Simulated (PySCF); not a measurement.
AlH5N2, SMILES [NH2][AlH][NH2]. Atoms are numbered in the order given.

```xyz
8

Al     0.0000     0.0000    -0.4824
H      0.0000     0.0000    -2.0556
N      0.0000     1.5370     0.4013
H      0.0000     2.4390    -0.0480
H      0.0000     1.6503     1.4025
N      0.0000    -1.5370     0.4013
H      0.0000    -1.6503     1.4025
H      0.0000    -2.4390    -0.0480
```

Geometry optimised at B3LYP-D3(BJ)/def2-TZVP. The values are those of a single conformer.

Computed with TDDFT-ωB97X/def2-SVPD (PySCF 2.14.0).

Vertical excitations. Gas-phase values at a fixed geometry. State labels are in the subgroup C2v.

Q: Estimate the UV-visible absorptions. (Estimate from the structure and the level; the computed values follow.)

A: 
```csv
state,symmetry,energy (eV),λ (nm),f,main pairs
S1,A2,6.25,198,0.000,HOMO→LUMO 81 %
S2,B1,6.85,181,0.162,"HOMO−1→LUMO 56 %, HOMO→LUMO+2 31 %"
S3,B2,7.03,176,0.094,HOMO→LUMO+1 97 %
S4,A1,7.75,160,0.076,HOMO−1→LUMO+1 95 %
S5,B1,7.92,157,0.001,"HOMO→LUMO+2 45 %, HOMO−2→LUMO+1 22 %, HOMO−1→LUMO 17 %, HOMO−1→LUMO+3 9 %"
S6,B1,7.99,155,0.144,"HOMO−2→LUMO+1 71 %, HOMO−1→LUMO 12 %"
S7,A2,8.04,154,0.000,"HOMO→LUMO+3 56 %, HOMO−1→LUMO+2 28 %"
S8,A2,8.36,148,0.000,"HOMO→LUMO+4 35 %, HOMO−1→LUMO+2 25 %, HOMO→LUMO+5 19 %, HOMO→LUMO+3 12 %"
S9,A2,8.66,143,0.000,"HOMO→LUMO+10 19 %, HOMO−1→LUMO+9 17 %, HOMO→LUMO+4 15 %, HOMO−1→LUMO+2 14 %"
S10,B1,8.79,141,0.026,"HOMO−1→LUMO+4 31 %, HOMO→LUMO+6 31 %, HOMO−1→LUMO+3 9 %, HOMO→LUMO+9 7 %"
T1,A2,6.06,205,0,HOMO→LUMO 75 %
T2,B2,6.19,200,0,HOMO→LUMO+1 91 %
T3,B1,6.56,189,0,"HOMO−1→LUMO 50 %, HOMO→LUMO+2 32 %"
T4,A1,6.98,178,0,HOMO−1→LUMO+1 89 %
```
Triplets are in the Tamm–Dancoff approximation, which puts them higher than full response would, so one can lie above its singlet here.
